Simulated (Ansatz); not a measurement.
System: sum formula H₂SiO₃Br (charge -1, singlet). It need not be the lowest isomer of its formula. Whether it binds its extra electron was not tested at this geometry. 
Geometry from a B3LYP-D3(BJ)/def2-TZVP (Ansatz, a quantum-chemistry and plane-wave program) optimisation:
```xyz
7

Si     0.2610    -0.1345    -0.9351
Br    -0.3280     0.3709     1.3234
O      0.7523     1.1327    -1.6610
O     -1.1063    -0.9025    -1.5023
O      1.2731    -1.4391    -0.7022
H     -1.6275    -0.2694    -2.0038
H      2.0994    -1.1601    -0.2997
```
Charge -1, spin multiplicity 1.

Parts of the frozen-core correlation energy in def2-SVP (Ansatz, hartree). Frozen orbitals: 22; correlated occupied orbitals by spin: 16 and 16; virtual: 64 and 64. No spin-orbit coupling. Non-relativistic.

| term | value |
|---|---|
| reference (HF) | -3086.72594 |
| MP2 opposite-spin | … |
| MP2 same-spin | … |
| CCSD correlation | -0.79355 |
| (T) | … |
| T1 diagnostic | 0.013 |
| largest doubles amplitude | 0.021 |

### Question
What belongs in the gaps?

### Answer

- MP2 opposite-spin, value: -0.56242
- MP2 same-spin, value: -0.21040
- (T), value: -0.01789
